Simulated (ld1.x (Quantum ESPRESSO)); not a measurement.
**An all-electron radial function and its pseudo partner (tin (Sn))**

Columns: radius, all-electron u(r) and pseudo u(r) of the 5p shell (level -3.71 eV) of tin in the configuration [Kr] 4d10 5s2 5p2; Wu–Cohen, scalar-relativistic, PAW scheme, ld1.x (Quantum ESPRESSO) 7.5.

```tsv
r (bohr)	all-electron	pseudo
0.150	-0.0509	-0.0074
0.300	-0.1319	-0.0290
0.450	0.0852	-0.0636
0.600	0.2369	-0.1090
0.750	0.2475	-0.1624
0.900	0.1620	-0.2209
1.050	0.0344	-0.2813
1.200	-0.1004	-0.3408
1.350	-0.2245	-0.3969
1.500	-0.3304	-0.4477
1.650	-0.4164	-0.4918
1.800	-0.4833	-0.5286
1.950	-0.5332	-0.5579
2.100	-0.5684	-0.5800
2.250	-0.5912	-0.5954
2.400	-0.6036	-0.6045
2.550	-0.6074	-0.6074
2.700	-0.6043	-0.6043
2.850	-0.5958	-0.5958
3.000	-0.5828	-0.5828
3.150	-0.5663	-0.5663
3.300	-0.5473	-0.5473
3.450	-0.5263	-0.5263
3.600	-0.5039	-0.5039
3.750	-0.4806	-0.4806
3.900	-0.4569	-0.4569
```

Q: How many radial nodes do the two functions have?

A: The all-electron 5p function has n − l − 1 = 3 (the table is too coarse to show those close to the nucleus); the pseudo-wave has 0, since the states of the same l below it are removed with the core.

Q: At about which radius was the pseudo-wave matched?

A: 2.60 bohr, where the columns begin to agree (steps of 0.15 bohr).

Q: Is the pseudo-wave norm-conserving?

A: No, it belongs to a PAW set: the norm inside the radius is not constrained, and the difference is carried by the augmentation charge.
